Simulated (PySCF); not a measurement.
Cd(Me) (CH3Cd), SMILES [Cd+][CH3], charge +1.

Geometry: B3LYP-D3(BJ)/def2-TZVP. The multiplicity is an assumed one; other spin states were not compared. The isomer is the one that the SMILES or the coordinates give; other isomers of the formula were not compared. The def2 effective core potentials stand for the cores of Cd; spin–orbit coupling is left out.

Two levels are set side by side: PBE/def2-TZVPD (PySCF) and r2SCAN/def2-TZVPD (PySCF). Same geometry, gas phase. Differences are taken from unrounded values.

```csv
quantity,PBE
orbital gap (eV),3.35
highest occupied level (eV),-13.30
lowest empty level (eV),-9.95
mean polarisability (bohr³),40.2
```

### Question
These are the PBE values. What does r2SCAN give? (Estimate from the structure and the level; the computed values follow.)

### Answer

```
quantity                     r2SCAN  PBE minus r2SCAN
---------------------------  ------  ----------------
orbital gap (eV)               3.63             -0.28
highest occupied level (eV)  -13.33              0.03
lowest empty level (eV)       -9.70             -0.25
mean polarisability (bohr³)    41.0              -0.8
```

Rough cost on one machine, each run with all the roots and properties that it gave: r2SCAN against PBE about 3 times.
